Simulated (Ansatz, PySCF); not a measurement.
Complex: CH3NO (SMILES NC=O) (first 6 atoms) with H2Se (SMILES [SeH2]); geometry from B3LYP-D3(BJ)/def2-TZVP.
(charge 0, multiplicity 1):
```xyz
9

N     -1.0944    -0.4170     0.1949
C      0.1748    -0.3141    -0.2577
O      1.1568    -0.1900     0.4447
H     -1.2677    -0.3853     1.1908
H     -1.8645    -0.5103    -0.4431
H      0.2406    -0.3562    -1.3601
Se     0.1270     0.0014     3.5432
H     -0.2982    -0.7062     4.7641
H      0.9117    -1.1463     3.0768
```

Basis-set superposition error: the interaction energy with monomers in their own basis, and in the dimer's basis (counterpoise).

The values were computed with Ansatz (a first-principles code) with Gaussian orbitals; PySCF for 6-31G* rows. Values without a source in brackets are computed.

```json
[
 {"level": "SVWN5/def2-TZVPPD", "uncorrected (kJ/mol)": "-27.7", "counterpoise (kJ/mol)": "-27.1", "difference": "0.6"},
 {"level": "BLYP/def2-TZVPPD", "uncorrected (kJ/mol)": "-7.1", "counterpoise (kJ/mol)": "-6.6", "difference": "0.4"},
 {"level": "B97M-V/def2-TZVPPD", "uncorrected (kJ/mol)": "-18.4", "counterpoise (kJ/mol)": "-18.0", "difference": "0.4"},
 {"level": "B3LYP/def2-TZVPPD", "uncorrected (kJ/mol)": "-9.7", "counterpoise (kJ/mol)": "-9.3", "difference": "0.4"},
 {"level": "PBE0/def2-TZVPPD", "uncorrected (kJ/mol)": "-13.8", "counterpoise (kJ/mol)": "-13.4", "difference": "0.4"},
 {"level": "BHLYP/def2-TZVPPD", "uncorrected (kJ/mol)": "-12.0", "counterpoise (kJ/mol)": "-11.5", "difference": "0.4"},
 {"level": "CAM-B3LYP/def2-TZVPPD", "uncorrected (kJ/mol)": "-12.9", "counterpoise (kJ/mol)": "-12.5", "difference": "0.5"},
 {"level": "B2PLYP/def2-TZVPPD", "uncorrected (kJ/mol)": "-13.3", "counterpoise (kJ/mol)": "-12.2", "difference": "1.1"},
 {"level": "MP2/6-31G*", "uncorrected (kJ/mol)": "-20.0", "counterpoise (kJ/mol)": "-9.3", "difference": "10.7"},
 {"level": "CCSD/aug-cc-pVDZ", "uncorrected (kJ/mol)": "-17.5", "counterpoise (kJ/mol)": "-12.8", "difference": "4.8"}
]
```

The error is largest for MP2/6-31G* (10.7 kJ/mol) and smallest for B97M-V/def2-TZVPPD (0.4 kJ/mol).
